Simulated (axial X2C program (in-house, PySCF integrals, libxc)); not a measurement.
**Potential curves of ZnC⁺, 2c**

Calculated with an in-house relativistic program for diatomic molecules. Two-component (2c) means X2C with spin–orbit coupling and atomic mean-field two-electron Coulomb and Gaunt terms. Basis: Zn dyall-cv3z [9s10p6d3f2g], C dyall-v3z [7s6p2d1f] (cores contracted in-house); Gaussian nuclei, density fitting, unrestricted open shells. Masses: Zn 63.929 u, C 12.000 u.

State: Ω = 1/2 (⟨Sz⟩ = -0.50, ⟨Lz⟩ = 1.00 at HF). Energies in eV from the fragments at the same level (Zn+ + C). Fits are polynomials in 1 − R0/R over 0.85 to 1.23 times the lowest point R0.

| R (Å) | CCSD |
| --- | --- |
| 1.8883 | -1.0785 |
| 1.9505 | -1.1854 |
| 2.0128 | -1.2473 |
| 2.0750 | -1.2749 |
| 2.1476 | -1.2754 |
| 2.2203 | -1.2510 |
| 2.3136 | -1.1953 |

Correlated methods: 15 electrons correlated (number of frozen shells: Zn 3 s, 2 p; C 1 s), 225 virtual spin orbitals or spinors in MP2, 90 natural virtuals in coupled cluster.

The state is one determinant whose occupation by symmetry is held fixed; it was picked as the lowest of a PBE0 search that is not exhaustive. Dissociation energies refer to the lowest single-determinant-based atoms at the same level and basis. CCSD ran in a truncated set of natural virtual spinors with an MP2 remainder; without triples it tends to underbind. In 2c an atomic determinant is not the ground J level, so De misses part of the atomic spin–orbit lowering. This holds for CCSD. The determinant is spin-polarised beyond a pure state at some levels (its spin-free form has ⟨S²⟩ too high), which makes Re and μ there less reliable. Coupled cluster ran on the points near the minimum only. MP2 and coupled cluster on one determinant become unreliable at the stretched end.

(1) What are Re, ωe and De at the CCSD level?

## Answers

(1) At CCSD, 2c: Re = 2.111 Å, ωe ≈ 386 cm⁻¹, De = 1.28 eV to Zn+ + C; Be follows as 0.374 cm⁻¹.
